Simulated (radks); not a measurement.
Task: Ionisation ladder of iridium, from Ir41+ to Ir49+. Each ion is in the ground configuration listed by NIST, and IE = E(next ion) - E(this ion). Method: non-relativistic Kohn-Sham, PBE, spin-polarised, spherical densities, point nucleus; open shells are filled with parallel spins first (spin-orbit coupling, left out, can overturn this in heavy ions); relativity is left out, which matters for an element this heavy; computed with a radial shooting solver on a logarithmic mesh with Libxc functionals.

species      configuration  IE, Delta-SCF (eV)  -e(HOMO) (eV)     HOMO
Ir41+                 [Kr]                   ?         2033.1       4p
Ir42+    [Ar] 3d10 4s2 4p5              2114.7         2087.6  4p down
Ir43+    [Ar] 3d10 4s2 4p4              2168.5         2141.8  4p down
Ir44+    [Ar] 3d10 4s2 4p3              2238.4         2210.5    4p up
Ir45+    [Ar] 3d10 4s2 4p2              2294.1         2266.3    4p up
Ir46+    [Ar] 3d10 4s2 4p1                   ?         2321.7    4p up
Ir47+        [Ar] 3d10 4s2                   ?         2465.1       4s
Ir48+        [Ar] 3d10 4s1              2552.6         2525.5    4s up
Ir49+            [Ar] 3d10                   ?         4494.9       3d

Estimate the withheld Delta-SCF values.

Result: Ir41+: 2060.4 eV (NIST 2083); Ir46+: 2349.1 eV (NIST 2500); Ir47+: 2492.0 eV (NIST 2656); Ir49+: 4560.5 eV (NIST 4540).
